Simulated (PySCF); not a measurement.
## Orbital picture of AsS

B2PLYP at R = 2.017 Å; basis As def2-TZVPP, S def2-TZVPP; no relativity; PySCF 2.14. State: ²Π (doublet), unpaired electrons π ↑. Only the outer orbitals are listed, counted within each symmetry.

```tsv
spin	orbital	occ.	ε (eV)	on As (%)	main shells (%)
α	10σ	1	-23.10	32	64 S s, 26 As s
α	11σ	1	-16.84	62	59 As s, 27 S s, 10 S p
α	12σ	1	-10.37	48	49 S p, 38 As p, 9 As s
α	5π	1	-10.30	37	62 S p, 36 As p
α	5π	1	-9.46	37	62 S p, 34 As p
α	6π	1	-6.60	64	62 As p, 35 S p
α	6π	0	-2.47	66	64 As p, 33 S p
α	13σ	0	1.80	75	76 As p, 36 S p
α	14σ	0	6.24	27	59 S p, 42 As d, 9 S d
β	10σ	1	-22.75	29	66 S s, 23 As s
β	11σ	1	-15.77	61	59 As s, 25 S s, 14 S p
β	12σ	1	-10.04	50	47 S p, 37 As p, 13 As s
β	5π	1	-9.49	29	70 S p, 26 As p
β	5π	1	-8.90	27	72 S p, 24 As p
β	6π	0	-2.18	73	72 As p, 26 S p
β	6π	0	-1.38	75	74 As p, 24 S p
β	13σ	0	2.03	77	77 As p, 35 S p
```

Task: Which are the highest filled and the lowest empty level, where do they sit, and how wide is the gap?

Result: Highest filled α 6π at -6.60 eV (in %: 62 As p, 35 S p); lowest empty α 6π at -2.47 eV (in %: 64 As p, 33 S p); the gap at B2PLYP is 4.13 eV. Both belong to one degenerate shell, split only by its one-sided filling, so this is no excitation gap.

* bond order (Mayer): 2.25
* ⟨S²⟩: 0.765
* charge on As (Mulliken, basis-dependent): 0.24
* charge on As (Löwdin, basis-dependent): 0.07
* dipole moment (positive dipole means As(−)S(+)): -1.52 D

Correlated steps freeze 14 core orbitals. Spin–orbit coupling is left out. B2PLYP dipoles, levels and charges come from its SCF part alone. The state was picked by a PBE0 search and need not be the measured ground state.
